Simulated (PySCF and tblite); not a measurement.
Results of a calculation; reference values are marked as such.
C9H7FOSe, numbered as in [F:1][CH2:2][c:3]1[c:4]([SeH:5])[o:6][c:7]2[cH:8][cH:9][cH:10][cH:11][c:12]12.

The ensemble was built from 90 distance-geometry starts (ETKDG and KDG, UFF, GFN2-xTB) and rests on GFN2-xTB geometries. Energies: PBE0-D3(BJ)/6-31G*, with GFN2-xTB thermal terms (modes under about 100 cm⁻¹ blended into free rotors). Symmetry numbers and mirror images are counted. Conformers within 2.5 kcal/mol (GFN2-xTB free energy) were kept, 4 at most. Run with PySCF (density fitting) and tblite.

Rotational constants are equilibrium values for the commonest isotopes; dipoles come from the energy level named.

Torsions listed: F1–C2–C3–C4, O6–C4–Se5–H5. Of a mirror pair one member is shown.

| conformer | shape | symmetry | weight % |
| --- | --- | --- | --- |
| 1 | 111°, 0° | C1 (pair) | 68.8 |
| 2 | -2°, -179° | Cs | 31.2 |

Sets of constants, in random order:

```json
{"set": "P", "A (MHz)": "1366", "B (MHz)": "429", "C (MHz)": "327", "abs μa (D)": "1.39", "abs μb (D)": "1.38", "abs μc (D)": "0.05"}
{"set": "Q", "A (MHz)": "1186", "B (MHz)": "439", "C (MHz)": "327", "abs μa (D)": "0.10", "abs μb (D)": "1.37", "abs μc (D)": "1.10"}
```

Q: Match each set to its conformer.

A: P is conformer 2, Q is conformer 1.

The minima are those of GFN2-xTB; planar forms about aryl–S or allylic bonds may be saddles in DFT.


Conformer gaps in 6-31G* on xTB geometries can be 2 kcal/mol off for S=O, P=O and other polar bonds.